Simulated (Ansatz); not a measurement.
Gas-phase electronic energies from Ansatz, PBE0-D4/def2-TZVP geometries. CCSD(T)/CBS adds triple-zeta CCSD(T) − MP2 to the extrapolated MP2 energy (def2 sets, frozen cores). This one scheme is used for every species. Functionals use def2-TZVPP. One conformer a species, not always the lowest.

`O=C([SiH3])S[SiH3]` → `O=CS[SiH3]` + `[SiH2]`  (silylene formation by 1,1-elimination)

`O=C([SiH3])S[SiH3]`:

Cartesian coordinates in Å:
```
O -0.439 1.316 0.028
C 0.369 0.426 -0.066
Si 2.250 0.734 -0.348
S -0.100 -1.297 0.048
Si -2.205 -0.918 0.346
H 2.646 0.062 -1.610
H 2.992 0.138 0.790
H 2.466 2.196 -0.425
H -2.421 -0.156 1.596
H -2.782 -2.279 0.467
H -2.777 -0.221 -0.827
```

`O=CS[SiH3]`:

Cartesian coordinates in Å:
```
O -0.655 1.675 0.124
C -0.503 1.237 -0.982
S 0.122 -0.372 -1.352
Si 0.390 -0.962 0.712
H -0.743 1.810 -1.894
H -0.911 -0.972 1.417
H 1.371 -0.076 1.376
H 0.929 -2.339 0.599
```

`[SiH2]`:

Z-matrix (Å, degrees):
```
Si
H 1 1.525
H 1 1.525 2 91.2
```

```
             level  ΔE (eV)
            B2PLYP     2.28
CCSD(T)/def2-TZVPP     2.26
```

**Question.** What does CCSD(T)/CBS give? (Best estimate.)

**Answer.** Computed: +2.34 eV. The listed levels differ from it by -0.06, -0.08 eV.

Largest T1 diagnostic among the species: 0.017.

In def2-TZVPP, CCSD(T) changes the Hartree–Fock value by +0.21 eV (the triples alone add +0.07 eV) and MP2 by +0.41 eV. The D4 term adds +0.15 eV with B3LYP and +0.08 eV with PBE0; it sums over pairs of atoms, weighted by their polarisabilities, and B3LYP, whose exchange is more repulsive, gets the larger term.

B3LYP here is the variant with VWN-RPA as its local correlation; programs differ in this.
